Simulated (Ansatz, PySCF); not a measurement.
Process, species as SMILES: [F][Rb] → [Rb][F] as doublet, charge -1 (an electron is taken up)

Wanted: adiabatic electron affinity (0 K, with zero-point energies), in eV. Positive where the reaction releases energy. Set-up: 6-31G* and kin with 6d, 5d where marked; valence correlation only (noble-gas shells and the d and f shells of earlier blocks; the outer core of K, Ca and congeners matters and is frozen too); LANL2DZ with its own core potentials from Na on; no spin-orbit coupling; STO-3G and 3-21G all-electron and non-relativistic; def2 sets with scalar-relativistic core potentials past Kr; UHF or UKS for open shells. First-principles rows: single points at B3LYP-D3(BJ) geometries (Ansatz, a first-principles code), with unscaled harmonic terms from B3LYP/6-31G* (LANL2DZ past Ar) at its own minima. The spin state of an ion or metal species was assumed, not searched.

```json
[
 {"level": "HF/STO-3G", "program": "Ansatz", "adiabatic electron affinity (0 K, with zero-point energies) (eV)": "-7.88"},
 {"level": "HF/LANL2DZ", "program": "Ansatz", "adiabatic electron affinity (0 K, with zero-point energies) (eV)": "0.18"},
 {"level": "BLYP/6-31G* with LANL2DZ past Ar", "program": "Ansatz", "adiabatic electron affinity (0 K, with zero-point energies) (eV)": "0.26"},
 {"level": "B3LYP/6-31G* with LANL2DZ past Ar", "program": "Ansatz", "adiabatic electron affinity (0 K, with zero-point energies) (eV)": "0.38"},
 {"level": "MP2/STO-3G", "program": "Ansatz", "adiabatic electron affinity (0 K, with zero-point energies) (eV)": "-8.20"},
 {"level": "MP2/LANL2DZ", "program": "Ansatz", "adiabatic electron affinity (0 K, with zero-point energies) (eV)": "0.18"},
 {"level": "M06-2X/def2-TZVPD", "program": "PySCF", "adiabatic electron affinity (0 K, with zero-point energies) (eV)": "0.22"}
]
```

No value to compare with is used here. The 6 habitual levels span -8.20 (MP2/STO-3G) to 0.38 eV (B3LYP/6-31G* with LANL2DZ past Ar); M06-2X/def2-TZVPD gives 0.22.

The levels are drawn from those run, B3LYP/6-31G* more often than the rest, none by its result; runs whose electronic state is in doubt are left out.
